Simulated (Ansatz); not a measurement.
```xyz
3

N     0.0004    0.4374   -0.3870
H     0.0035    1.3105    0.2261
O     0.0044   -0.5300    0.3151
```

Basis set: cc-pVDZ (spherical functions). Left uncorrelated: 2 orbitals. Charge 0, multiplicity 1.

Computed with Ansatz (development build ahead of 0.2.0); each method stands on the lowest determinant of its kind that the runs found. Restricted open shells among the atoms or ions are ROHF, correlated in semicanonical orbitals with singles.

Problem. Give the atomization energy at this shape (free ground-state atoms in the same class of orbitals less the molecule, no zero-point energy) of singlet HNO by RHF-MP2, RHF.

Solution.

| method | atomization energy |
| --- | --- |
| RHF-MP2 | 183.16 kcal/mol |
| RHF | 77.91 kcal/mol |
